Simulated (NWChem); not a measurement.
System: C₃H₅, doublet; SMILES [CH]=CC

**Question.** Give the equilibrium geometry at PBE0/def2-SVP, spin-unrestricted (NWChem) as a list of bonds and angles, with the point group.

**Answer.** point group Cs; any orientation.
Bonds (Å): C1–C2 1.315, C1–H4 1.090, C2–C3 1.498, C2–H5 1.106, C3–H6 1.102, C3–H7 1.099, C3–H8 1.102. Angles (°): C2–C1–H4 137.3, C1–C2–C3 126.4, C1–C2–H5 117.7, C3–C2–H5 116.0, C2–C3–H6 110.8, C2–C3–H7 111.5, C2–C3–H8 110.8, H6–C3–H7 108.5, H6–C3–H8 106.8, H7–C3–H8 108.4.
